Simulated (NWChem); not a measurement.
System: SnHCl3; SMILES [Cl][SnH]([Cl])[Cl]

The following NWChem deck was run.

```
start job
memory heap 200 mb stack 900 mb global 1100 mb
geometry units angstroms noautoz
  Sn     0.000000     0.000000     0.412647
  Cl    -2.078473    -0.620480    -0.434039
  Cl     0.501885     2.110251    -0.434039
  Cl     1.576588    -1.489771    -0.434039
  H      0.000000     0.000000     2.110819
end
basis spherical
  * library def2-svp
end
ecp
  Sn library def2-ecp
end
dft
  xc b3lyp
  iterations 150
  mulliken
end
task dft energy
```

Output (shortened):

```
             Northwest Computational Chemistry Package (NWChem) 7.3.0
             --------------------------------------------------------

 C3  symmetry detected

                             Geometry "geometry" -> ""
                             -------------------------

 Output coordinates in angstroms (scale by  1.889725989 to convert to a.u.)

  No.       Tag          Charge          X              Y              Z
 ---- ---------------- ---------- -------------- -------------- --------------
    1 Sn                  50.0000    -0.00000000     0.00000000     0.40669425
    2 Cl                  17.0000    -2.15917491    -0.20738995    -0.43999175
    3 Cl                  17.0000     0.89998249     1.97359530    -0.43999175
    4 Cl                  17.0000     1.25919242    -1.76620535    -0.43999175
    5 H                    1.0000    -0.00000000     0.00000000     2.10486625

 Effective nuclear repulsion energy (a.u.)     725.2840935089

      Symmetry information
      --------------------

 Group name             C3
 Group number              5
 Group order               3
 No. of unique centers     3

                                 NWChem DFT Module
                                 -----------------

 Summary of "ao basis" -> "ao basis" (spherical)
 ------------------------------------------------------------------------------
       Tag                 Description            Shells   Functions and Types
 ---------------- ------------------------------  ------  ---------------------
 Sn                         def2-svp                10       26   4s4p2d
 Cl                         def2-svp                 8       18   4s3p1d
 H                          def2-svp                 3        5   2s1p

      Symmetry analysis of basis
      --------------------------

        a          31
        e+         27
        e-         27

  Rotation of axis

            General Information
            -------------------
          SCF calculation type: DFT
          Wavefunction type:  closed shell.
          No. of atoms     :     5
          No. of electrons :    74
           Alpha electrons :    37
            Beta electrons :    37
          Charge           :     0
          Spin multiplicity:     1
          Use of symmetry is: on ; symmetry adaption is: on
          Maximum number of iterations: 150
          AO basis - number of functions:    85
                     number of shells:    37
          Convergence on energy requested:  1.00D-06
          Convergence on density requested:  1.00D-05
          Convergence on gradient requested:  5.00D-04

              XC Information
              --------------
                         B3LYP Method XC Potential
                     Hartree-Fock (Exact) Exchange  0.200
                        Slater Exchange Functional  0.800 local
                    Becke 1988 Exchange Functional  0.720 non-local
              Lee-Yang-Parr Correlation Functional  0.810
                  VWN I RPA Correlation Functional  0.190 local

             Grid Information
             ----------------
          Grid used for XC integration:  medium
          Radial quadrature: Mura-Knowles
          Angular quadrature: Lebedev.
          Tag              B.-S. Rad. Rad. Pts. Rad. Cut. Ang. Pts.
          ---              ---------- --------- --------- ---------
          Sn                  1.45      123           8.0       590
          Cl                  1.00       88          10.0       590
          H                   0.35       45           9.0       434
          Grid pruning is: on
          Number of quadrature shells:   256
          Spatial weights used:  Erf1

      Superposition of Atomic Density Guess
      -------------------------------------

 Sum of atomic energies:       -1627.56557961

      Non-variational initial energy
      ------------------------------

 Total energy =   -1592.228984
 1-e energy   =   -3064.204701
 2-e energy   =    1079.945228
 HOMO         =      -0.392371
 LUMO         =      -0.027202

      Symmetry analysis of molecular orbitals - initial
      -------------------------------------------------

  Numbering of irreducible representations:

     1 a           2 e+          3 e-

  Orbital symmetries:

     1 a           2 e+          3 e+          4 a           5 e+
     6 e+          7 a           8 e+          9 e+         10 a
    11 e+         12 e+         13 e+         14 e+         15 a
    16 a          17 a          18 e+         19 e+         20 e+
    21 e+         22 a          23 e+         24 e+         25 a
    26 e+         27 e+         28 a          29 e+         30 e+
    31 a          32 e+         33 e+         34 e+         35 e+
    36 a          37 a          38 a          39 e+         40 e+
    41 a          42 a          43 a          44 e+         45 e+
    46 e+         47 e+

     ---------------------------------------------
      Total Density - Mulliken Population Analysis
     ---------------------------------------------

    Atom       Charge   Shell Charges
 -----------   ------   -------------------------------------------------------
    1 Sn  22    20.45   1.60  0.41  0.86  0.21  3.26  2.73  0.83  0.40  9.76  0.39
    2 Cl  17    17.50   2.00  1.99  1.23  0.73  5.94  2.16  3.44  0.01
    3 Cl  17    17.50   2.00  1.99  1.23  0.73  5.94  2.16  3.44  0.01
    4 Cl  17    17.50   2.00  1.99  1.23  0.73  5.94  2.16  3.44  0.01
    5 H    1     1.04   0.61  0.43  0.01

   convergence    iter        energy       DeltaE   RMS-Dens  Diis-err
 ---------------- ----- ----------------- --------- --------- ---------
 d= 0,ls=0.0,diis     1  -1595.2032044101 -1.99D+03  2.25D-02  6.32D-01
 d= 0,ls=0.0,diis     2  -1595.1420607444  6.11D-02  1.29D-02  9.61D-01
 d= 0,ls=0.0,diis     3  -1595.2924194738 -1.50D-01  1.56D-03  1.98D-02
 d= 0,ls=0.0,diis     4  -1595.2949451762 -2.53D-03  3.17D-04  6.62D-04
 d= 0,ls=0.0,diis     5  -1595.2950303043 -8.51D-05  6.56D-05  2.16D-05
  Resetting Diis
 d= 0,ls=0.0,diis     6  -1595.2950333089 -3.00D-06  1.64D-05  1.14D-06
 d= 0,ls=0.0,diis     7  -1595.2950335572 -2.48D-07  4.29D-06  3.31D-08

         Total DFT energy =    -1595.295033557222
      One electron energy =    -3064.647841880925
           Coulomb energy =     1180.704488326199
    Exchange-Corr. energy =     -103.382169744938
 Nuclear repulsion energy =      392.030489742442

 Numeric. integr. density =       74.000013116791

                  Occupations of the irreducible representations
                  ----------------------------------------------

                     irrep           alpha         beta
                     --------     --------     --------
                     a                13.0         13.0
                     e+               24.0         24.0
                     e-                0.0          0.0

                       DFT Final Molecular Orbital Analysis
                       ------------------------------------

 Vector   35  Occ=2.000000D+00  E=-3.299672D-01  Symmetry=e+
              MO Center= -6.4D-01, -3.5D-01, -4.0D-01, r^2= 5.2D+00
   Bfn.  Coefficient  Atom+Function         Bfn.  Coefficient  Atom+Function
  ----- ------------  ---------------      ----- ------------  ---------------
    39      0.375062  2 Cl pz                37     -0.300752  2 Cl px
    36      0.278977  2 Cl pz                75     -0.253852  4 Cl pz
    73     -0.238424  4 Cl px                34     -0.222460  2 Cl px
    55     -0.211653  3 Cl px                72     -0.188819  4 Cl pz
    70     -0.181667  4 Cl px                52     -0.164145  3 Cl px

 Vector   36  Occ=2.000000D+00  E=-3.299672D-01  Symmetry=e+
              MO Center=  6.4D-01,  3.5D-01, -4.0D-01, r^2= 5.2D+00
   Bfn.  Coefficient  Atom+Function         Bfn.  Coefficient  Atom+Function
  ----- ------------  ---------------      ----- ------------  ---------------
    57      0.363103  3 Cl pz                56      0.288900  3 Cl py
    75     -0.286523  4 Cl pz                54      0.270082  3 Cl pz
    74      0.262129  4 Cl py                53      0.214703  3 Cl py
    72     -0.213120  4 Cl pz                38      0.199801  2 Cl py
    71      0.197181  4 Cl py                35      0.156388  2 Cl py

 Vector   37  Occ=2.000000D+00  E=-3.244289D-01  Symmetry=a
              MO Center=  1.9D-13, -5.2D-14, -4.3D-01, r^2= 5.8D+00
   Bfn.  Coefficient  Atom+Function         Bfn.  Coefficient  Atom+Function
  ----- ------------  ---------------      ----- ------------  ---------------
    38      0.381765  2 Cl py                55      0.348953  3 Cl px
    73     -0.312283  4 Cl px                35      0.281247  2 Cl py
    52      0.257075  3 Cl px                70     -0.230060  4 Cl px
    74     -0.222640  4 Cl py                32      0.163335  2 Cl py
    71     -0.164019  4 Cl py                56     -0.159125  3 Cl py

 Vector   38  Occ=0.000000D+00  E=-9.519099D-02  Symmetry=a
              MO Center=  2.8D-15, -8.5D-15,  2.1D-01, r^2= 4.6D+00
   Bfn.  Coefficient  Atom+Function         Bfn.  Coefficient  Atom+Function
  ----- ------------  ---------------      ----- ------------  ---------------
     3      0.925889  1 Sn s                  4      0.478096  1 Sn s
    82     -0.448127  5 H  s                 37     -0.365609  2 Cl px
    56      0.334186  3 Cl py                 2     -0.309910  1 Sn s
    74     -0.299068  4 Cl py                 1     -0.241284  1 Sn s
    81     -0.235618  5 H  s                 73      0.213217  4 Cl px

 Vector   39  Occ=0.000000D+00  E=-1.909362D-02  Symmetry=e+
              MO Center= -4.1D-02, -1.2D-01,  5.4D-01, r^2= 4.4D+00
   Bfn.  Coefficient  Atom+Function         Bfn.  Coefficient  Atom+Function
  ----- ------------  ---------------      ----- ------------  ---------------
    15      0.762734  1 Sn py                12      0.473297  1 Sn py
    14      0.399354  1 Sn px                48     -0.382202  3 Cl s
    56      0.278624  3 Cl py                73     -0.253825  4 Cl px
    11      0.247813  1 Sn px                57     -0.224444  3 Cl pz
    30      0.209159  2 Cl s                 38     -0.185061  2 Cl py

 Vector   40  Occ=0.000000D+00  E=-1.909362D-02  Symmetry=e+
              MO Center=  4.1D-02,  1.2D-01,  5.4D-01, r^2= 4.4D+00
   Bfn.  Coefficient  Atom+Function         Bfn.  Coefficient  Atom+Function
  ----- ------------  ---------------      ----- ------------  ---------------
    14      0.762734  1 Sn px                11      0.473297  1 Sn px
    15     -0.399354  1 Sn py                66     -0.341423  4 Cl s
    30      0.320571  2 Cl s                 74     -0.281593  4 Cl py
    12     -0.247813  1 Sn py                37      0.238095  2 Cl px
    55     -0.225591  3 Cl px                75     -0.200496  4 Cl pz

     ---------------------------------------------
      Total Density - Mulliken Population Analysis
     ---------------------------------------------

    Atom       Charge   Shell Charges
 -----------   ------   -------------------------------------------------------
    1 Sn  22    21.24   1.60  0.42  1.13  0.04  3.25  2.76  1.31  0.44  9.73  0.56
    2 Cl  17    17.24   2.00  1.98  1.28  0.69  5.93  2.14  3.20  0.01
    3 Cl  17    17.24   2.00  1.98  1.28  0.69  5.93  2.14  3.20  0.01
    4 Cl  17    17.24   2.00  1.98  1.28  0.69  5.93  2.14  3.20  0.01
    5 H    1     1.06   0.68  0.37  0.01

     -------------------------------------------
      Total Density - Lowdin Population Analysis
     -------------------------------------------

    Atom       Charge   Shell Charges
 -----------   ------   -------------------------------------------------------
    1 Sn  22    21.75   1.18  0.77  0.79  0.41  3.01  2.84  1.30  0.87  9.48  1.11
    2 Cl  17    17.06   2.00  1.96  1.06  0.80  5.82  2.25  3.15  0.01
    3 Cl  17    17.06   2.00  1.96  1.06  0.80  5.82  2.25  3.15  0.01
    4 Cl  17    17.06   2.00  1.96  1.06  0.80  5.82  2.25  3.15  0.01
    5 H    1     1.06   0.59  0.44  0.03

     Multipole analysis of the density
     ---------------------------------

     L   x y z        total         alpha         beta         nuclear
     -   - - -        -----         -----         ----         -------
     0   0 0 0      0.000000    -37.000000    -37.000000     74.000000

     1   1 0 0     -0.000000     -0.000000     -0.000000     -0.000000
     1   0 1 0     -0.000000     -0.000000     -0.000000     -0.000000
     1   0 0 1      0.815340     11.167240     11.167240    -21.519140

     2   2 0 0    -48.521655   -238.486646   -238.486646    428.451637
     2   1 1 0      0.000000      0.000000      0.000000      0.000000
     2   1 0 1      0.000000      0.000000      0.000000      0.000000
     2   0 2 0    -48.521655   -238.486646   -238.486646    428.451637
     2   0 1 1     -0.000000     -0.000000     -0.000000      0.000000
     2   0 0 2    -44.880739    -54.477274    -54.477274     64.073808
```

Level: B3LYP/def2-SVP with def2 effective core potentials on Sn. All runs use the structure optimised with PBE0/def2-SVP. def2 effective core potentials on Sn; no spin-orbit coupling.
